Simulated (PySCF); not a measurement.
Mg(NH2)(SH) (H₃MgNS), SMILES [NH2][Mg][SH]. Atoms are numbered in the order given.

```xyz
6

Mg     0.0098     0.5528     0.0000
N     -0.0087     2.4360     0.0000
H     -0.0167     3.0337     0.8140
H     -0.0167     3.0337    -0.8140
S      0.0775    -1.7435     0.0000
H     -1.2635    -1.8574     0.0000
```

The structure is a stationary point at B3LYP-D3(BJ)/def2-TZVP. The values are those of a single conformer.

Method: ωB97X/def2-TZVPD (PySCF).

Symmetry labels are those of the subgroup Cs that the program uses (full group Cs).

Computed valence orbital energies around the gap with their symmetry:
```
orbital  symmetry  energy (eV)
-------  --------  -----------
HOMO−7         A'       -24.92
HOMO−6         A'       -22.17
HOMO−5         A"       -15.00
HOMO−4         A'       -13.27
HOMO−3         A'       -12.52
HOMO−2         A'       -10.38
HOMO−1         A"        -9.41
HOMO           A'        -9.08
LUMO           A'         0.42
LUMO+1         A"         1.31
LUMO+2         A'         1.39
LUMO+3         A'         1.64
```
